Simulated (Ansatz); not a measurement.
Compare A (`C[SiH2][SiH](O)O`) with its isomer B (`OC(O)([SiH3])[SiH3]`).

Program: Ansatz. Geometries: PBE0-D4/def2-TZVP. ΔE: electronic, gas phase. CBS: MP2 limit from def2 TZ/QZ plus the TZ coupled-cluster correction, frozen cores. Functionals use def2-TZVPP. B3LYP here is the variant with VWN-RPA as its local correlation; programs differ in this. One conformer a species, not always the lowest.

Question: Which isomer does CCSD(T)/CBS put lower? Give the gap. (An estimate is asked.)

Answer: Computed: A, by 390.9 kJ/mol.

Question: Give E(B) − E(A) in kJ/mol with HF/def2-TZVPP, B2PLYP, B3LYP-D4, B3LYP, PBE-D4, ωB97M-V, r2SCAN-D4. (Estimate.)

Answer: The calculation gave: HF/def2-TZVPP 402.1, B2PLYP 390.2, B3LYP-D4 380.3, B3LYP 384.9, PBE-D4 367.4, ωB97M-V 378.6, r2SCAN-D4 386.8. None reverses the order clearly.

Largest T1 diagnostic: 0.013.

In def2-TZVPP, CCSD(T) changes the Hartree–Fock value by −17.4 kJ/mol (the triples alone add −5.0 kJ/mol) and MP2 by −4.5 kJ/mol. From PBE to PBE0 (25 % exact exchange), in def2-TZVPP and without D4, E(B) − E(A) moves by +13.1 kJ/mol.
